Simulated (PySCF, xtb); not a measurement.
Zr(OH)3(H) (H₄O₃Zr), SMILES [OH][ZrH]([OH])[OH], multiplicity 1. The values are those of a single conformer.

Harmonic wavenumbers (cm⁻¹) from GFN2-xTB run with xtb at its own minimum, in rising order: 116, 119, 123, 202, 209, 246, 394, 396, 439, 467, 468, 522, 529, 529, 1407, 3528, 3534, 3535.

Problem. What does B3LYP-D3(BJ)/def2-SVP in PySCF give at its own minimum? (Estimate from the structure and the level; the computed values follow.)

Solution. 150, 171, 171, 191, 302, 302, 363, 363, 409, 531, 531, 721, 737, 737, 1659, 3967, 3967, 3972. Paired by order, the mean absolute difference is 149 cm⁻¹ and the zero-point energies are 24.0 and 27.5 kcal/mol.
